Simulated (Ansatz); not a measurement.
Geometry optimisation, RHF/6-31G* (Ansatz).

input.yaml

```yaml
crystal:
  periodic: [false, false, false]
  atoms:
    - { symbol: B, position_ang: [0.264293, -0.379933, 0.287832] }
    - { symbol: "N", position_ang: [0.216213, -0.520456, 1.758512] }
    - { symbol: H, position_ang: [-0.511393, -1.05097, 2.187271] }
    - { symbol: H, position_ang: [1.0666, -0.521612, 2.281421] }
    - { symbol: F, position_ang: [1.409847, -0.025949, -0.267858] }
    - { symbol: H, position_ang: [-0.67455, -0.64787, -0.382019] }
    - { symbol: O, position_ang: [-0.553899, 2.081759, 0.633985] }
    - { symbol: Si, position_ang: [-1.880022, 3.010233, 0.328972] }
    - { symbol: H, position_ang: [-3.050995, 2.184097, -0.0353] }
    - { symbol: H, position_ang: [-2.247693, 3.810163, 1.518254] }
    - { symbol: H, position_ang: [-1.549223, 3.904285, -0.790798] }
    - { symbol: H, position_ang: [-0.487378, 1.607954, 1.479229] }
basis:
  gaussian: { orbitals: "6-31G*" }
hamiltonian:
  xc: hf
relax:
  f_tol: 0.03
  max_steps: 50
output:
  orbitals: {}
```

Command:

```bash
$ ansatz run input.yaml --threads 1 --pin off --max-ram 2048MiB --backend cpu --events-out ev --progress --plain --runs-dir out
```

Q: Where does it end, and by what steps?

A: It converged. The force dipped under the threshold on the way, but the program's further checks kept it going. After 32 steps the energy has fallen by 0.212 eV; H11 moved furthest, 1.19 Å.

| step | energy less start (eV) | largest force component (eV/Å) | accepted |
| --- | --- | --- | --- |
| 0 | 0.0000 | 2.145 | yes |
| 2 | -0.1401 | 0.518 | yes |
| 4 | -0.1636 | 0.170 | yes |
| 6 | -0.1794 | 0.242 | yes |
| 8 | -0.1895 | 0.363 | yes |
| 10 | -0.1851 | 0.599 | no |
| 12 | -0.2027 | 0.143 | yes |
| 14 | -0.2051 | 0.114 | yes |
| 16 | -0.2061 | 0.157 | yes |
| 18 | -0.2074 | 0.021 | yes |
| 20 | -0.2079 | 0.084 | yes |
| 22 | -0.2087 | 0.036 | yes |
| 24 | -0.2094 | 0.069 | yes |
| 26 | -0.2102 | 0.029 | yes |
| 28 | -0.2108 | 0.052 | yes |
| 30 | -0.2095 | 0.235 | no |
| 32 | -0.2117 | 0.010 | yes |

```xyz
12
Properties=species:S:1:pos:R:3
B 0.444 -1.035 0.413
N 0.166 -0.270 1.556
H -0.701 -0.351 2.040
H 0.896 0.131 2.107
F 1.679 -1.049 -0.064
H -0.403 -1.647 -0.147
O -0.433 2.668 0.430
Si -1.990 3.182 0.486
H -2.863 2.395 -0.412
H -2.550 3.066 1.851
H -2.006 4.592 0.072
H -0.237 1.769 0.667
```

Run time: 97 s on 1 thread of Arm Neoverse V1, on a shared host, peak memory 0.17 GiB.
